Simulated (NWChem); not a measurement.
# C$_{4}$H$_{3}$ClO; SMILES o1cc(Cl)cc1

All runs: NWChem. Level PBE/def2-SVP: optimisations from one semi-empirical or force-field start; each run changes one setting, and all end within 0.3 mHa of each other.

| setting | optimisation steps |
|---|---|
| redundant internal coordinates, default thresholds | 5 |
| loose thresholds | 3 |
| tight thresholds | 7 |
| symmetry off | 5 |
